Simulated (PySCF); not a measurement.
# input.py for PBr⁺

Input:

```python
from pyscf import gto, dft

mol = gto.M(
    atom='P 0 0 0; Br 0 0 2.28',
    basis='cc-pvdz-dk',
    charge=1,
    spin=1,
    verbose=4,
)
mf = dft.UKS(mol, xc='hse06')
mf = mf.sfx2c1e()
mf.kernel()
mf.analyze()
print('orbital energies (hartree):', [e[max(0, n-3):n+3].round(4) for e, n in zip(mf.mo_energy, mol.nelec)])
```

```bash
$ OMP_NUM_THREADS=1 python input.py
```

Output (some set-up lines and the per-cycle HOMO/LUMO lines with their warnings removed):

```
PySCF version 2.14.0

[INPUT] Symbol           X                Y                Z      unit          X                Y                Z       unit  Magmom
[INPUT]  1 P      0.000000000000   0.000000000000   0.000000000000 AA    0.000000000000   0.000000000000   0.000000000000 Bohr   0.0
[INPUT]  2 Br     0.000000000000   0.000000000000   2.280000000000 AA    0.000000000000   0.000000000000   4.308575564008 Bohr   0.0

nuclear repulsion = 121.850015672368
number of shells = 11
number of NR pGTOs = 118
number of NR cGTOs = 45
basis = cc-pvdz-dk
ecp = {}

******** <class 'pyscf.x2c.sfx2c1e.sfX2C1eUKS'> ********
method = sfX2C1eUKS
initial guess = minao
damping factor = 0
level_shift factor = 0
DIIS = <class 'pyscf.scf.diis.CDIIS'>
SCF conv_tol = 1e-09
SCF max_cycles = 50
number electrons alpha = 25  beta = 24
XC functionals = hse06

grids dens level: 3

******** <class 'pyscf.x2c.sfx2c1e.SpinFreeX2CHelper'> ********
approx = 1e
xuncontract = 1
tot grids = 39608
init E= -2947.89313007251

cycle= 1 E= -2947.47824544378  delta_E= 0.415  |g|= 0.263  |ddm|= 0.98
cycle= 2 E= -2946.45592011308  delta_E= 1.02  |g|= 1.15  |ddm|= 1.26
cycle= 3 E= -2947.54128786738  delta_E= -1.09  |g|= 0.0788  |ddm|= 0.993
cycle= 4 E= -2947.54496183219  delta_E= -0.00367  |g|= 0.0196  |ddm|= 0.0996
cycle= 5 E= -2947.54530576491  delta_E= -0.000344  |g|= 0.00452  |ddm|= 0.0244
cycle= 6 E= -2947.54535117787  delta_E= -4.54e-05  |g|= 0.00186  |ddm|= 0.0104
cycle= 7 E= -2947.5453765105  delta_E= -2.53e-05  |g|= 0.00113  |ddm|= 0.00972
cycle= 8 E= -2947.54539409413  delta_E= -1.76e-05  |g|= 0.00104  |ddm|= 0.0117
cycle= 9 E= -2947.54540015415  delta_E= -6.06e-06  |g|= 0.000267  |ddm|= 0.0084
cycle= 10 E= -2947.54540057097  delta_E= -4.17e-07  |g|= 2.81e-05  |ddm|= 0.00276
cycle= 11 E= -2947.54540057338  delta_E= -2.41e-09  |g|= 7.99e-06  |ddm|= 0.000153
cycle= 12 E= -2947.54540057356  delta_E= -1.75e-10  |g|= 1.51e-06  |ddm|= 4.5e-05
Extra cycle  E= -2947.54540057355  delta_E= 8.19e-12  |g|= 3.48e-06  |ddm|= 5.67e-06
converged SCF energy = -2947.54540057355  <S^2> = 0.77071256  2S+1 = 2.0206064
**** SCF Summaries ****
Total Energy =                       -2947.545400573547340
Nuclear Repulsion Energy =             121.850015672368443
One-electron Energy =                -4324.266823684934025
Two-electron Energy =                 1254.871407439018412
Two-electron Coulomb Energy =         1370.359342060546624
DFT Exchange-Correlation Energy =     -115.487934621528154
**** MO energy ****
                             alpha | beta                alpha | beta
[14 lines left out]
MO #15  energy= -2.88448408634572  | -2.885046620002    occ= 1 | 1
MO #16  energy= -2.88357679194575  | -2.88433294365564  occ= 1 | 1
MO #17  energy= -2.87906773650353  | -2.87845291640866  occ= 1 | 1
MO #18  energy= -2.87435927916419  | -2.87419772598169  occ= 1 | 1
MO #19  energy= -2.87366764547952  | -2.87313545048131  occ= 1 | 1
MO #20  energy= -1.08928728116272  | -1.08698630502886  occ= 1 | 1
MO #21  energy= -0.877990154861793 | -0.836011071851936 occ= 1 | 1
MO #22  energy= -0.627149432341005 | -0.616967579735702 occ= 1 | 1
MO #23  energy= -0.592369100084606 | -0.581544545895821 occ= 1 | 1
MO #24  energy= -0.578780129925394 | -0.564442814217487 occ= 1 | 1
MO #25  energy= -0.505498209180651 | -0.434848853937741 occ= 1 | 0
MO #26  energy= -0.454292732917307 | -0.395511477263033 occ= 0 | 0
MO #27  energy= -0.336924538616749 | -0.324460989992973 occ= 0 | 0
MO #28  energy= 0.0293841464423049 | 0.0430624621812906 occ= 0 | 0
[17 lines left out]

To work with the spin densities directly, `use mulliken_meta_spin()` only printing them here.

 ** Mulliken spin pop alpha/beta on meta-lowdin orthogonal AOs **
 ** Mulliken Spin Density (per AO)  **
 ** Mulliken Spin Density (per atom)  **
spin density of  0 P =      1.02038
spin density of  1 Br =     -0.02038
 ** Mulliken pop alpha/beta on meta-lowdin orthogonal AOs **
 ** Mulliken pop       alpha | beta **
pop of  0 P 1s        1.00000 | 0.99999
pop of  0 P 2s        0.99914 | 0.99899
pop of  0 P 3s        0.97262 | 0.96534
pop of  0 P 4s        0.00451 | 0.00450
pop of  0 P 2px       0.99993 | 0.99990
pop of  0 P 2py       0.99996 | 0.99991
pop of  0 P 2pz       0.99994 | 0.99993
pop of  0 P 3px       0.51037 | 0.13294
pop of  0 P 3py       0.73290 | 0.12048
pop of  0 P 3pz       0.40827 | 0.38998
pop of  0 P 4px       0.00168 | 0.00031
pop of  0 P 4py       0.00255 | 0.00025
[33 lines left out]
In total            25.00000 | 24.00000
 ** Mulliken atomic charges   ( Nelec_alpha | Nelec_beta ) **
charge of  0P =      0.71815  (     7.65112      6.63074 )
charge of  1Br =      0.28185  (    17.34888     17.36926 )
Dipole moment(X, Y, Z, Debye):  0.00000, -0.00000,  3.55496
orbital energies (hartree): [array([-0.5924, -0.5788, -0.5055, -0.4543, -0.3369,  0.0294]), array([-0.617 , -0.5815, -0.5644, -0.4348, -0.3955, -0.3245])]
```

In short: E(SCF) = -2947.545401 Eh, 12 cycles, ⟨S²⟩ = 0.771.

Hardware: Arm Neoverse V2, 1 thread, shared host. Wall time 7.4 s.

The bond length is a typed value, not an optimised one. The dipole of an ion depends on the origin. No search for the lowest solution was made.
